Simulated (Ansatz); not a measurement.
A made-up structure of SiH₃IO, singlet:

O1  (-0.993, -0.801, -0.328)
Si2  (0.223, 0.225, 0.062)
I3  (1.913, -1.100, 1.190)
H4  (0.563, 1.551, 0.440)
H5  (0.843, 0.832, -1.140)
H6  (-0.227, 1.287, 0.995)
(Å)

It is relaxed with PBE-D4/def2-SVP and then PBE0-D4/def2-TZVP (Ansatz 0.2.0). Atoms count as bonded within 1.22 times the sum of their covalent radii (H–H: 0.88 Å). The end point is not checked to be a true minimum.

**Question.** Does its bonding change? (A judgement: the text doesn't fix the answer.)

**Answer.** By the calculation: Yes. Formed: H4–H6; broken: Si2–H4, Si2–H6.

Where it ends: The first stage lowers the energy by 2.86 eV in 14 steps. It ends as a complex of SiHIO ([O][SiH][I]) + H₂:
| atom | x (Å) | y (Å) | z (Å) |
| --- | --- | --- | --- |
| O1 | -1.0848 | -0.7744 | -0.3062 |
| Si2 | 0.3789 | -0.3997 | -0.3776 |
| I3 | 2.1045 | -1.2696 | 1.0426 |
| H4 | 0.3222 | 2.0749 | 1.1572 |
| H5 | 0.9850 | 0.5207 | -1.3639 |
| H6 | -0.3841 | 1.8416 | 1.0669 |

Labels in which every atom is bracketed show which atoms are joined, not bond orders.

For scale, one of the runs: PBE0-D4/def2-TZVP relaxation, 136 basis functions, launched by `ansatz run in.yaml --threads 2 --pin off --events-out ev --progress --plain --max-ram 4352MiB`. The run took about 21 s on 2 CPU threads of an Arm Neoverse V2 (shared host).
